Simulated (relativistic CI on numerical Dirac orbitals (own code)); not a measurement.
# Ga⁵⁺: sensitivity of the levels to the model

Base calculation: Dirac-Coulomb-Breit CI, KLI orbitals optimised for each configuration, model QED (radiative potential, 1s self-energy scaled to tabulated hydrogen-like ionisation energies), valence Slater integrals scaled by 0.85, P86 correlation energy added to each configuration.

Configuration list (outside the closed core [Ne]): 3s²3p⁶3d⁸, 3s²3p⁶3d⁷4s, 3s²3p⁶3d⁷4p, 3s²3p⁵3d⁹, 3s²3p⁶3d⁷4d, 3s²3p⁶3d⁷5s, 3s²3p⁶3d⁷5p, 3s²3p⁴3d¹⁰, 3s²3p⁶3d⁷4f, 3s²3p⁶3d⁶4s², 3s3p⁶3d⁹, 3s²3p⁶3d⁷5d, 3s²3p⁶3d⁷5f, 3s²3p⁶3d⁷5g, 3s²3p⁶3d⁶4s4p, 3s²3p⁶3d⁶4p². Levels of other configurations are missing.

Variants: (1) Slater integrals left unscaled; (2) self-excluded LDA correlation estimate; (3) QED terms removed; (4) only the first configuration. Shifts of the energy above 3s²3p⁶3d⁸ ³F4, in cm⁻¹, for the lowest level and the first level of each name with at least 55 % of one term (blank where a level changes its place among those of its configuration and J or its character, or is not in the variant):

```tsv
Level	Base	Δ(1)	Δ(2)	Δ(3)	Δ(4)	Measured
3s²3p⁶3d⁸ ³F4	0.0	0.0	0.0	0.0	0.0	0.0
3s²3p⁶3d⁸ ³F3	3136.5	0.0	0.0	-11.9	+6.0	3193.3
3s²3p⁶3d⁸ ³F2	5029.7	+61.2	0.0	-17.2	+66.2	5164.0
3s²3p⁶3d⁸ ¹D2	18522.0	+2539.9	-1.8	-3.9	+2294.7	20531.6
3s²3p⁶3d⁸ ³P2	23832.7	+3252.9	+0.2	-13.8	+2092.5	25683.2
3s²3p⁶3d⁸ ³P1	24378.3	+3447.2	+0.9	-12.0	+2000.6	26123.7
3s²3p⁶3d⁸ ³P0	24817.5	+3492.2	+0.8	-12.4	+2039.6	26607.4
3s²3p⁶3d⁸ ¹G4	32383.6	+5277.3	0.0	-9.5	+10.8	34249.4
3s²3p⁶3d⁸ ¹S0	69463.6	+10184.4	-2.8	-11.4	+7707.6	78106.2
3s²3p⁶3d⁷4s ⁵F5	293683.8	-3487.8	-571.5	-196.5		290618.2
3s²3p⁶3d⁷4s ⁵F4	295804.9	-3478.5	-571.4	-203.9		292766.3
3s²3p⁶3d⁷4s ⁵F3	297492.7	-3481.1	-571.4	-210.2		294471.9
3s²3p⁶3d⁷4s ⁵F2	298699.2	-3471.8	-571.4	-214.4		295691.7
3s²3p⁶3d⁷4s ⁵F1	299474.2	-3460.9	-571.4	-216.9		296472.6
```

At this charge configurations can still be misplaced by up to about 7 % of their energy. 61 of the 69 excited levels that our extract of the measured tables holds in this range could be paired (the sources list more); they are missed by 2085 cm⁻¹ on average and 8643 at most, and levels without a partner can miss by more.

Measured levels: Shirai, Reader, Kramida and Sugar, J. Phys. Chem. Ref. Data 36, 509 (2007).

Ionisation energy from the two ground configurations alone: base 112.397 eV; Slater integrals left unscaled 112.039 eV; self-excluded LDA correlation estimate 112.963 eV. The NIST ASD value (theoretical) is 112.7 eV.

LS names give the leading component of a level, which can be under half, so a name can repeat, a term be missing and a line seem to break the LS rules.
